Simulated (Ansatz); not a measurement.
The same path of FGe2H5 + H2O (11 atoms, charge 0, multiplicity 1) was run twice with different band settings. Lost on the way: Ge1–Ge2, O9–H11. Made: Ge1–O9, Ge2–H11.

Theory: Ansatz, RKS PBE-D4/def2-SVP.

Relaxed end points:

```xyz
11
Properties=species:S:1:pos:R:3
Ge 0.272 -0.317 0.188
Ge 0.200 -0.058 2.611
H -0.675 -1.156 3.253
H 1.652 -0.196 3.158
H -0.320 1.356 2.955
H 1.664 -0.085 -0.469
F -0.716 1.002 -0.534
H -0.358 -1.629 -0.363
O -2.541 0.241 1.312
H -2.175 0.798 0.587
H -3.010 -0.462 0.827
```

```xyz
11
Properties=species:S:1:pos:R:3
Ge -0.472 0.182 -0.535
Ge -0.118 -0.322 3.422
H -0.530 -0.977 4.761
H 0.903 -1.236 2.696
H 0.535 1.055 3.691
H 0.398 1.182 0.250
F -0.223 0.477 -2.254
H -0.188 -1.329 -0.337
O -2.160 0.616 -0.148
H -2.790 -0.018 -0.539
H -1.362 -0.136 2.519
```

Common settings: spring 5.0 eV/Å²; optimiser quadratic models (default); start path through a guess of the saddle point; force threshold 0.05 eV/Å; iteration limit 60; end points relaxed.

| run | movable images | climbing image |
| --- | --- | --- |
| 1 | 5 | yes |
| 2 | 8 | no |

(1) What does each run give, and how far can it be trusted?

## Answers

(1) Run 1: converged after 51 iterations, highest image 1.665 eV above the first end. Neighbouring images differ by up to 1.4 eV, so the band resolves the path poorly. The order of the point at the top wasn't checked.
Run 2: converged after 30 iterations, highest image 1.218 eV above the first end. No image climbed, so the highest image needn't sit at the top of the path.
The orbitals stay closed-shell, which can raise the energy where a bond breaks towards radicals; this wasn't checked here.
